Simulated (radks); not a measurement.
The numbers below are computed, except where a source is named.
Problem. Valence configurations of the aluminium ion Al+ (all share [Ne]). Code: a radial shooting solver on a logarithmic mesh with Libxc functionals. Model: Dirac Kohn-Sham, PBEsol, spin-unpolarised, spherical densities, point nucleus; open shells fill j = l - 1/2 first. Order these by energy: 3s1 3p1; 3s1.5 3p0.5; 3s0.5 3p1.5; 3s2; 3p2.

Solution. From the lowest, in eV above it: 3s2 0.000; 3s1.5 3p0.5 2.877; 3s1 3p1 5.775; 3s0.5 3p1.5 8.693; 3p2 11.630. NIST lists [Ne] 3s2 as the ground configuration; this level of theory agrees among the configurations tried. The energies are those of spherical spin-averaged densities, not of single terms.
